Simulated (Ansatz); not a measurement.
The molecule SN+, closed-shell singlet (the spin of the measured ground state).

Seven points along R, fitted to fifth degree in 1/R; most abundant isotopes. In def2 and cc sets the state is the lowest found near the PBE0 minimum, followed along R. The singlet is held restricted.

Frozen-core correlation.

Run with Ansatz (an electronic-structure program) with Gaussian orbitals. Each number belongs to the level named beside it.

Energies at CCSD(T)/def2-QZVPP:

```json
[
 {"R (Å)": "1.322938", "E (hartree)": "-452.02045804"},
 {"R (Å)": "1.358501", "E (hartree)": "-452.03374509"},
 {"R (Å)": "1.391219", "E (hartree)": "-452.04098428"},
 {"R (Å)": "1.428204", "E (hartree)": "-452.04449408"},
 {"R (Å)": "1.465190", "E (hartree)": "-452.04401496"},
 {"R (Å)": "1.507865", "E (hartree)": "-452.03959887"},
 {"R (Å)": "1.557653", "E (hartree)": "-452.03054777"}
]
```

Question: With a reduced mass of 9.7380 u, find the minimum, the force constant and the constants.

Answer: A fifth-degree polynomial in 1/R puts the minimum at r_e = 1.4414 Å with force constant 1170 N/m. Then ω_e = (1/2πc)√(k/μ) = 1425 cm⁻¹ and B_e = h/(8π²cμr_e²) = 0.8332 cm⁻¹; the cubic and quartic terms give α_e = 0.0060 and ω_e x_e = 7.7 cm⁻¹.

Doubts at one or more of the structures used: a restricted determinant that unrestricted orbitals would lower (CCSD(T)/def2-QZVPP).
